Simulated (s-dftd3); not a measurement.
F$_{2}$Sr (SMILES [F][Sr][F]), singlet, at a GFN2-xTB geometry (such geometries of metal compounds can be far from the true shape); D3(zero) for bp86 (s-dftd3 1.4.0).

s-dftd3 was given this input:
```
$ s-dftd3 mol.xyz --zero bp86 --json dftd3.json --noedisp --grad

# file mol.xyz
3

Sr    -0.41021296    -0.09466902    -0.03657170
F      0.68751268     1.35864233    -0.92031756
F      1.04449760    -0.95892868     1.07473142
```

Task: What does s-dftd3 print? Leave out banner, timings and long lists.

Result: 
```
-----------------------------------
 s i m p l e   D F T - D 3  v1.4.0
-----------------------------------

Zero (Chai-Head-Gordon) damping: bp86-D3(0)
--------------------
  s6         1.0000
  s8         1.6830
  s9         0.0000
 rs6         1.1390
 rs8         1.0000
 alp        14.0000
--------------------

Dispersion energy:      -2.9227599168591E-04 Eh

Gradient norm:           2.4782013923245E-04 Eh/a0
--------------------------------------------------
     #    Z           dE/dx      dE/dy      dE/dz
--------------------------------------------------
     1   38 Sr    3.873E-05  8.938E-06  3.453E-06
     2    9 F    -3.929E-05  1.249E-04 -1.131E-04
     3    9 F     5.543E-07 -1.338E-04  1.096E-04
--------------------------------------------------

Virial:
--------------------------------------------------
      component           x          y          z
--------------------------------------------------
          x      -7.997E-05 -1.088E-04  6.677E-05
          y      -1.088E-04  5.614E-04 -4.895E-04
          z       6.677E-05 -4.895E-04  4.190E-04
--------------------------------------------------

[Info] JSON dump of results written to 'dftd3.json'
```
